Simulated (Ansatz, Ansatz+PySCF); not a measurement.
```xyz
3

H     0.0000    0.2006   -1.0177
C     0.0000   -0.5300   -0.0446
F     0.0000    0.3295    1.0623
```

Basis set: def2-SVP (spherical functions). Frozen core: 2 orbitals. Charge 0, multiplicity 1.

Computed with Ansatz (development build ahead of 0.2.0); each method stands on the lowest determinant of its kind that the runs found. Restricted open shells among the atoms or ions are ROHF, correlated in semicanonical orbitals with singles.

The atomization energy at this shape (free ground-state atoms in the same class of orbitals less the molecule, no zero-point energy) of singlet CHF:

| method | atomization energy |
| --- | --- |
| RHF-CCSD(T) | 192.95 kcal/mol |
| UHF-CCSD(T) | 192.25 kcal/mol |
| RHF-MP2 | 194.17 kcal/mol |
| UHF-MP2 | 192.01 kcal/mol |
| RHF | 129.47 kcal/mol |

Task: What does UHF give?

Result: 131.39 kcal/mol. Caution: the shape is not the minimum. Caution for UHF-CCSD(T), UHF-MP2: a plain start can end on a higher determinant. Caution for UHF-CCSD(T), UHF-MP2, UHF: the unrestricted determinant is spin contaminated.
